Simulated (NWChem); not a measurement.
System: H3SO4 cation; SMILES [OH2+]S(=O)(=O)O

Here is an NWChem input.

```
start job
memory heap 200 mb stack 900 mb global 1100 mb
charge 1
geometry units angstroms
  O     -1.523213     0.367968     0.149788
  S     -0.081897     0.332849     0.158589
  O      0.860238     0.496840     1.244595
  O      0.461154     0.753551    -1.268276
  O      0.263959    -1.677451    -0.200979
  H      1.447306     0.873076    -1.267919
  H      0.411623    -2.176150     0.638724
  H     -0.481639    -2.118371    -0.675473
end
basis spherical
  * library def2-svp
end
dft
  xc slater vwn_5
  iterations 150
end
driver
  maxiter 120
end
task dft optimize
task dft freq
```

NWChem printed, in part:

```
             Northwest Computational Chemistry Package (NWChem) 7.3.0
             --------------------------------------------------------

 C1  symmetry detected

                             Geometry "geometry" -> ""
                             -------------------------

 Output coordinates in angstroms (scale by  1.889725989 to convert to a.u.)

  No.       Tag          Charge          X              Y              Z
 ---- ---------------- ---------- -------------- -------------- --------------
    1 O                    8.0000    -1.09062094    -0.59818221    -0.97011209
    2 S                   16.0000     0.04621690    -0.32346694    -0.12700246
    3 O                    8.0000     1.46500761    -0.38629007    -0.40450314
    4 O                    8.0000    -0.35174883    -0.56991493     1.38585079
    5 O                    8.0000    -0.10147077     1.73280478     0.07336371
    6 H                    1.0000     0.43701314    -0.52297453     1.98787511
    7 H                    1.0000     0.47552198     2.20306355    -0.57589935
    8 H                    1.0000    -1.02134208     2.06804143    -0.05673062

 Effective nuclear repulsion energy (a.u.)     283.1415223624

                                Z-matrix (autoz)
                                --------

 Units are Angstrom for bonds and degrees for angles

      Type          Name      I     J     K     L     M      Value
      ----------- --------  ----- ----- ----- ----- ----- ----------
    1 Stretch                  1     2                       1.44177
    2 Stretch                  2     5                       2.07128
    3 Stretch                  2     3                       1.44704
    4 Stretch                  2     4                       1.58362
    5 Stretch                  4     6                       0.99337
    6 Stretch                  5     7                       0.98773
    7 Stretch                  5     8                       0.98766
    8 Bend                     1     2     5               100.92393
    9 Bend                     1     2     3               130.74499
   10 Bend                     1     2     4               109.31972
   11 Bend                     2     5     7               111.55609
   12 Bend                     2     5     8               112.99384
   13 Bend                     2     4     6               111.84322
   14 Bend                     3     2     5                97.55986
   15 Bend                     3     2     4               115.01416
   16 Bend                     4     2     5                92.53127
   17 Bend                     7     5     8               107.21051
   18 Torsion                  1     2     5     7         -96.11715
   19 Torsion                  1     2     5     8          24.76191
   20 Torsion                  1     2     4     6         171.53734
   21 Torsion                  3     2     5     7          38.00432
   22 Torsion                  3     2     5     8         158.88339
   23 Torsion                  3     2     4     6          13.59373
   24 Torsion                  4     2     5     7         153.65184
   25 Torsion                  4     2     5     8         -85.46910
   26 Torsion                  5     2     4     6         -85.95863

                           NWChem Geometry Optimization
                           ----------------------------

 maximum gradient threshold         (gmax) =   0.000450
 rms gradient threshold             (grms) =   0.000300
 maximum cartesian step threshold   (xmax) =   0.001800
 rms cartesian step threshold       (xrms) =   0.001200
 fixed trust radius                (trust) =   0.300000
 source of zmatrix                         =   autoz

          -------------------
          Energy Minimization
          -------------------

[...]

      ----------------------
      Optimization converged
      ----------------------

  Step       Energy      Delta E   Gmax     Grms     Xrms     Xmax
  ---- ---------------- -------- -------- -------- -------- --------
@   12    -696.66306519 -1.5D-07  0.00004  0.00001  0.00041  0.00080
                                     ok       ok       ok       ok

                                Z-matrix (autoz)
                                --------

 Units are Angstrom for bonds and degrees for angles

      Type          Name      I     J     K     L     M      Value     Gradient
      ----------- --------  ----- ----- ----- ----- ----- ---------- ----------
    1 Stretch                  1     2                       1.42876    0.00001
    2 Stretch                  2     5                       1.96551   -0.00001
    3 Stretch                  2     3                       1.43449    0.00004
    4 Stretch                  2     4                       1.55853   -0.00001
    5 Stretch                  4     6                       0.99524   -0.00000
    6 Stretch                  5     7                       0.99143    0.00000
    7 Stretch                  5     8                       0.99147   -0.00000
    8 Bend                     1     2     5               100.83607    0.00001
    9 Bend                     1     2     3               130.51388   -0.00000
   10 Bend                     1     2     4               109.40722   -0.00000
   11 Bend                     2     5     7               112.98653   -0.00001
   12 Bend                     2     5     8               114.94065    0.00000
   13 Bend                     2     4     6               113.46566   -0.00001
   14 Bend                     3     2     5                97.78521   -0.00000
   15 Bend                     3     2     4               114.66669    0.00000
   16 Bend                     4     2     5                93.63229   -0.00001
   17 Bend                     7     5     8               109.64561    0.00000
   18 Torsion                  1     2     5     7        -102.54766    0.00001
   19 Torsion                  1     2     5     8          24.32443    0.00000
   20 Torsion                  1     2     4     6         168.66188   -0.00002
   21 Torsion                  3     2     5     7          31.37997    0.00001
   22 Torsion                  3     2     5     8         158.25206    0.00000
   23 Torsion                  3     2     4     6          11.77698   -0.00002
   24 Torsion                  4     2     5     7         146.89502    0.00001
   25 Torsion                  4     2     5     8         -86.23289    0.00000
   26 Torsion                  5     2     4     6         -88.50628   -0.00001

                         Geometry "geometry" -> "geometry"
                         ---------------------------------

 Output coordinates in angstroms (scale by  1.889725989 to convert to a.u.)

[...]

 Rotational Constants
 --------------------
 A=   0.156620 cm-1  (  0.225337 K)
 B=   0.140740 cm-1  (  0.202489 K)
 C=   0.135965 cm-1  (  0.195620 K)

 Temperature                      =   298.15K
 frequency scaling parameter      =   1.0000

 Zero-Point correction to Energy  =   30.008 kcal/mol  (  0.047821 au)
 Thermal correction to Energy     =   33.898 kcal/mol  (  0.054020 au)
 Thermal correction to Enthalpy   =   34.491 kcal/mol  (  0.054964 au)

 Total Entropy                    =   76.739 cal/mol-K
   - Translational                =   39.670 cal/mol-K (mol. weight =  98.9752)
   - Rotational                   =   25.779 cal/mol-K (symmetry #  =        1)
   - Vibrational                  =   11.290 cal/mol-K

 Cv (constant volume heat capacity) =   21.318 cal/mol-K
   - Translational                  =    2.979 cal/mol-K
   - Rotational                     =    2.979 cal/mol-K
   - Vibrational                    =   15.359 cal/mol-K

[normal modes left out]

 ----------------------------------------------------------------------------
 Normal Eigenvalue ||           Projected Infra Red Intensities
  Mode   [cm**-1]  || [atomic units] [(debye/angs)**2] [(KM/mol)] [arbitrary]
 ------ ---------- || -------------- ----------------- ---------- -----------
    1        0.000 ||    0.015948           0.368        15.547       1.579
    2        0.000 ||    0.003996           0.092         3.895       0.396
    3        0.000 ||    0.008851           0.204         8.628       0.876
    4        0.000 ||    0.002208           0.051         2.153       0.219
    5        0.000 ||    0.003667           0.085         3.574       0.363
    6        0.000 ||    0.013074           0.302        12.745       1.294
    7      158.032 ||    0.047326           1.092        46.136       4.686
    8      243.294 ||    0.009584           0.221         9.343       0.949
    9      264.970 ||    0.022268           0.514        21.708       2.205
   10      363.457 ||    0.006721           0.155         6.552       0.665
   11      409.310 ||    0.014881           0.343        14.507       1.473
   12      444.982 ||    0.063200           1.458        61.611       6.257
   13      457.105 ||    0.012212           0.282        11.905       1.209
   14      502.238 ||    0.276288           6.374       269.340      27.355
   15      562.234 ||    0.264380           6.099       257.731      26.176
   16      761.050 ||    0.006251           0.144         6.093       0.619
   17      902.218 ||    0.163073           3.762       158.971      16.146
   18     1035.149 ||    0.083610           1.929        81.507       8.278
   19     1233.096 ||    0.130155           3.003       126.882      12.887
   20     1491.069 ||    0.113592           2.621       110.736      11.247
   21     1508.337 ||    0.147679           3.407       143.965      14.622
   22     3515.136 ||    0.510295          11.773       497.461      50.524
   23     3525.974 ||    0.164378           3.792       160.244      16.275
   24     3623.508 ||    0.340377           7.853       331.816      33.700
 ----------------------------------------------------------------------------
```

Level: LDA (Slater exchange, VWN5)/def2-SVP.
